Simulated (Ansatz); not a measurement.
Isolated molecules relaxed with PBE0-D4/def2-TZVP in Ansatz; ΔE leaves out vibrations. CCSD(T)/CBS adds triple-zeta CCSD(T) − MP2 to the extrapolated MP2 energy (def2 sets, frozen cores). This one scheme is used for every species. DFT in def2-TZVPP. B3LYP here is the variant with VWN-RPA as its local correlation; programs differ in this. HSE06 is defined as in plane-wave codes. Each species was taken in one conformer, which may not be the lowest.

Consider the cleavage of the Al–Si bond: `[F][Al]([SiH3])[Cl]` + NH₃ → `[NH2][Al]([F])[Cl]` + SiH₄.

`[F][Al]([SiH3])[Cl]`:

Cartesian coordinates in Å:
```
F 1.784 1.567 1.059
Al 0.625 0.400 1.101
Si -0.479 -0.284 -0.955
Cl 0.187 -0.419 2.972
H 0.527 -0.816 -1.913
H -1.150 0.887 -1.581
H -1.494 -1.336 -0.685
```

NH₃:

Z-matrix (Å, degrees):
```
N
H 1 1.013
H 1 1.013 2 107.1
H 1 1.013 2 107.1 3 -114.5
```

`[NH2][Al]([F])[Cl]`:

Cartesian coordinates in Å:
```
N 0.489 -0.415 0.768
Al -0.278 0.362 -0.594
F 0.566 1.438 -1.503
Cl -2.254 -0.048 -1.096
H 1.440 -0.255 1.056
H 0.037 -1.082 1.369
```

SiH₄:

Z-matrix (Å, degrees):
```
Si
H 1 1.485
H 1 1.485 2 109.5
H 1 1.485 2 109.5 3 -120.0
H 1 1.485 2 109.5 3 120.0
```

Task: Is it downhill or uphill in electronic energy at CCSD(T)/CBS, and by how much? (An estimate is asked.)

Result: Ansatz gave: Downhill: ΔE = -82.6 kJ/mol.

Task: What do these levels give: revPBE-D4, B3LYP-D4, r2SCAN0-D4, HSE06-D4, BHLYP-D4, CAM-B3LYP-D4, PBE, B3LYP, BHLYP, LC-ωPBE, HF/def2-TZVPP, HF/CBS(def2)? (Best estimate.)

Result: The calculation gave: revPBE-D4 -66.0, B3LYP-D4 -83.2, r2SCAN0-D4 -83.0, HSE06-D4 -68.6, BHLYP-D4 -88.9, CAM-B3LYP-D4 -89.3, PBE -63.1, B3LYP -83.4, BHLYP -91.0, LC-ωPBE -80.3, HF/def2-TZVPP -98.2, HF/CBS(def2) -99.0 kJ/mol.

Largest T1 diagnostic among the species: 0.012.

From BLYP to BHLYP (50 % exact exchange), in def2-TZVPP and without D4, ΔE moves by −11.9 kJ/mol. At CCSD(T), def2-SVP lies −4.6 kJ/mol from the extrapolated value and def2-TZVPP −1.5 kJ/mol.
